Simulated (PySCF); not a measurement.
Species: C₄H₁₁O₂Si (doublet state).
Geometry (GFN2-xTB, Å), atoms numbered from 1 in this order:
```xyz
18
C4H11O2Si angstrom
C     -2.7712   -0.1015   -0.0313
C     -1.2615   -0.1121   -0.2265
C     -0.5206   -0.4231    1.0908
C      0.9648   -0.4045    0.9246
O      1.5702   -1.4073    0.1793
O      1.5547    0.7869    0.7927
Si     2.8549    1.2037   -0.1082
H     -3.2738    0.1173   -0.9707
H     -3.1197   -1.0675    0.3286
H     -3.0551    0.6569    0.6947
H     -0.9273    0.8617   -0.5882
H     -0.9902   -0.8591   -0.9763
H     -0.7854    0.3300    1.8340
H     -0.8392   -1.4011    1.4633
H      1.0479   -2.2129    0.2446
H      4.0386    0.4424    0.2898
H      2.6005    0.9872   -1.5347
H      2.9034    2.6093    0.2683
```

The hyperfine couplings belong to this conformer and change with its torsions.

The species is `CCC[C](O)O[SiH3]` [radical].

Method used: UKS B3LYP, pcH-1 on C H O Si, non-relativistic, mean-field spin-orbit, GIAO in PySCF. Geometry: GFN2-xTB, one conformer, isolated molecule. A GFN2-xTB geometry isn't a minimum of the functional, and hyperfine couplings can be far from their values at a DFT geometry. The SCF solution wasn't tested for stability.

(1) The isotropic 13C couplings are +245.3, +44.9, +13.8, +3.1 MHz. Assign them to C1; C2; C3; C4.

(2) Match the computed a_iso(17O) values -32.9, -26.4 MHz with the sites O5; O6.

(3) Match the computed a_iso(1H) values +16.5, -9.3, +6.8, -3.9, +2.3 MHz (means over equivalent nuclei) with the sites H8/H9/H10; H11/H12; H13/H14; H15; H16/H17/H18.

## Answers

(1) 
```csv
site,a_iso (MHz),ρ(0) (bohr⁻³),position,distance from C4 (Å),spin population,largest |T| (MHz)
C1,+3.1,+0.0028,3 bonds from C4,3.87,0.00,1.9
C2,+44.9,+0.0399,2 bonds from C4,2.52,+0.05,11.2
C3,+13.8,+0.0122,1 bond from C4,1.49,-0.05,6.8
C4,+245.3,+0.2182,largest spin population,0.00,+0.81,152.7
```

(2) 
| site | a_iso (MHz) | ρ(0) (bohr⁻³) | position | distance from C4 (Å) | spin population | largest \|T\| (MHz) |
| --- | --- | --- | --- | --- | --- | --- |
| O5 | -26.4 | +0.0436 | 1 bond from C4 | 1.39 | +0.08 | 48.0 |
| O6 | -32.9 | +0.0543 | 1 bond from C4 | 1.34 | +0.05 | 35.0 |

(3) 
```csv
site,a_iso (MHz),ρ(0) (bohr⁻³),position,distance from C4 (Å),bound to,spin population there,largest |T| (MHz)
H8/H9/H10,+2.3,+0.0005,4 bonds from C4,4.34,C1,0.00,2.1
H11/H12,-3.9,-0.0009,"γ, 3 bonds from C4",2.75,C2,+0.05,5.3
H13/H14,+16.5,+0.0037,"β, 2 bonds from C4",2.12,C3,-0.05,11.0
H15,-9.3,-0.0021,"β, 2 bonds from C4",1.93,O5,+0.08,18.6
H16/H17/H18,+6.8,+0.0015,"γ, 3 bonds from C4",3.39,Si7,+0.02,3.8
```

ρ(0) is the spin density at the nucleus and T the dipolar tensor; a_iso includes a spin–orbit part; entries for several nuclei are means. The Mulliken spin populations are largest on C4 (+0.81) and O5 (+0.08). No atom but C4 exceeds +0.15. The angles at C4 add up to 349.9°, so it is slightly pyramidal.

The spin density at the nucleus, in bohr⁻³, is negative for H15 (-0.0021), for instance. A restricted open-shell determinant has no negative spin density anywhere; here it arises because α and β orbitals differ (spin polarisation).

Class means assume fast exchange of nuclei equivalent by connectivity; if that motion is slow, each nucleus keeps its own coupling. The three 1H nuclei of mean +6.8 MHz run from -3.1 to 16.6 MHz in the frozen geometry. The three 1H nuclei of mean +2.3 MHz run from 0.2 to 6.3 MHz in the frozen geometry.
